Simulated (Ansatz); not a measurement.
Relaxation of AlCl4 (5 atoms, charge 0, multiplicity 2), to a largest force component of 0.03 eV/Å in at most 50 steps.

All numbers below come from UHF/def2-SVP in Ansatz 0.2.0.

```xyz
5
Properties=species:S:1:pos:R:3
Al 0.000 0.000 -0.340
Cl 0.000 0.000 3.094
Cl 1.816 0.000 -1.408
Cl -1.816 0.000 -1.408
Cl 0.000 0.000 5.133
```

Problem. Where does it end, and by what steps?

Solution. It converged. The force dipped under the threshold on the way, but the program's further checks kept it going. After 8 steps the energy has fallen by 0.047 eV; Cl2 moved furthest, 0.94 Å.

| step | energy less start (eV) | largest force component (eV/Å) | accepted |
| --- | --- | --- | --- |
| 0 | 0.0000 | 0.153 | yes |
| 1 | -0.0244 | 0.222 | yes |
| 2 | 0.1078 | 2.881 | no |
| 3 | -0.0328 | 0.041 | yes |
| 4 | -0.0382 | 0.031 | yes |
| 5 | -0.0431 | 0.016 | yes |
| 6 | -0.0454 | 0.010 | yes |
| 7 | -0.0464 | 0.004 | yes |
| 8 | -0.0469 | 0.003 | yes |

```xyz
5
Properties=species:S:1:pos:R:3
Al 0.000 0.000 -0.949
Cl 0.000 0.000 4.030
Cl 1.811 0.000 -2.030
Cl -1.811 0.000 -2.030
Cl 0.000 0.000 6.049
```

Whether the end is a true minimum wasn't checked by a vibrational analysis.

Run time: 20 s on 2 threads of Arm Neoverse V2, with other jobs on the host, peak memory 0.29 GiB.
